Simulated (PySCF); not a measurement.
PySCF input (M06-2X/6-31G* with LANL2DZ past Ar (5d)):

```python
from pyscf import gto, dft

mol = gto.M(
    atom='''
    Te   -0.00000000   -0.00000000   -0.03140517
    H     0.00000000    0.00000000    1.63306904
    ''',
    basis={'default': '6-31g*', 'Te': 'lanl2dz'},
    ecp={'Te': 'lanl2dz'},
    charge=-1,
    spin=0,
    verbose=4,
)

mf = dft.RKS(mol, xc='m062x')
mf.grids.level = 4
mf.conv_tol = 1e-9
mf.max_cycle = 100
mf.max_memory = 1500
mf.kernel()
if not mf.converged:
    mf = mf.newton()
    mf.kernel(mf.make_rdm1())
mf.dip_moment()
```

Q: Predict the final energy.

A: -8.63568 Eh.
